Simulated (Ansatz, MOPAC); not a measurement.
## BCl2F (dichlorofluoroborane): the zero-point energy at each level's own minimum, rung by rung

BCl2F, singlet, SMILES `FB(Cl)Cl`. Each level relaxes the structure for itself.

Each level gives the zero-point energy at each level's own minimum (kJ/mol). The values are calculated.

```tsv
level	kind	program	value (kJ/mol)
AM1	semi-empirical	MOPAC	27.0
PM3	semi-empirical	MOPAC	23.5
PM6	semi-empirical	MOPAC	22.9
PM6-D3	semi-empirical	MOPAC	22.9
HF/STO-3G	Hartree–Fock	Ansatz	27.7
HF/3-21G	Hartree–Fock	Ansatz	25.0
HF/def2-SVP	Hartree–Fock	Ansatz	25.7
HF/6-31G* (Cartesian functions)	Hartree–Fock	Ansatz	25.8
PBE/def2-SVP	GGA	Ansatz	23.8
B3LYP/6-31G* (Cartesian functions)	global hybrid	Ansatz	24.3
```

Harmonic and unscaled. The values span 22.9 to 27.7 kJ/mol.
